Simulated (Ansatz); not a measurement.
Input (CCSDT(Q)/cc-pVDZ; Ansatz, a quantum-chemistry and plane-wave program):

Ansatz 0.2 input:
```yaml
crystal:
  periodic: [false, false, false]
  atoms:
    - {symbol: Ge, position_ang: [-0.93822148, -0.26866646, 0.08858183]}
    - {symbol: F, position_ang: [-1.61049729, 1.33545771, -0.01873218]}
    - {symbol: Br, position_ang: [1.35072989, -0.04479052, -0.08650285]}
    - {symbol: H, position_ang: [-1.29186991, -0.80381084, 1.47736027]}
    - {symbol: H, position_ang: [-1.46611336, -1.05031355, -1.11578948]}
basis:
  gaussian:
    orbitals: cc-pVDZ
magnetization: {spin_polarized: false}
correlation: {method: ccsdt_q, electrons: outside_noble_gas}
```

Output:

```
Functional definition: HF
integrals: 0.10 GiB planned
1523 factors; integrals over basis functions are off by at most 2.0e-7 eV
mean field: 0.58 GiB planned
mean field evaluation 1: about -129208.7544 eV, gradient 2.8e1 eV
mean field evaluation 2: about -129208.7766 eV, gradient 2.8e1 eV
mean field evaluation 4: about -129210.5716 eV, gradient 1.7e0 eV
mean field evaluation 8: about -129210.5894 eV, gradient 1.3e-1 eV
mean field evaluation 16: about -129209.9971 eV, gradient 1.9e1 eV
mean field -129210.58957338 eV, -4748.4015847386 hartree, gradient 7.7e-7 eV, S^2 0.000000; 0 other end points of the search recorded, 0 dependent functions left out
29 core orbitals not correlated
reference -129210.58957338 eV, -4748.4015847386 hartree; 10, 10 occupied and 39, 39 virtual orbitals, 1523 factors
second order -10.81034355 eV of doubles, -0.00000000 eV of singles
coupled cluster: 0.74 GiB planned
cycle   1  -11.19292649 eV  change   -3.8e-1 eV  update   9.1e-2
cycle   2  -11.55438856 eV  change   -3.6e-1 eV  update   4.5e-2
cycle   3  -11.76796770 eV  change   -2.1e-1 eV  update   2.1e-2
cycle   4  -11.76321143 eV  change    4.8e-3 eV  update   6.4e-3
cycle   5  -11.75452455 eV  change    8.7e-3 eV  update   3.3e-3
cycle   6  -11.75641598 eV  change   -1.9e-3 eV  update   1.0e-3
cycle   7  -11.75709773 eV  change   -6.8e-4 eV  update   4.8e-4
cycle   8  -11.75685267 eV  change    2.5e-4 eV  update   1.9e-4
cycle   9  -11.75674046 eV  change    1.1e-4 eV  update   7.9e-5
cycle  10  -11.75679330 eV  change   -5.3e-5 eV  update   3.3e-5
cycle  11  -11.75675132 eV  change    4.2e-5 eV  update   1.4e-5
cycle  12  -11.75675556 eV  change   -4.2e-6 eV  update   6.9e-6
cycle  13  -11.75675572 eV  change   -1.6e-7 eV  update   2.0e-6
perturbative correction -0.02505728 eV, -0.0009208380 hartree
Total energy: -129222.37138639 eV, -4748.8345583804 hartree
```
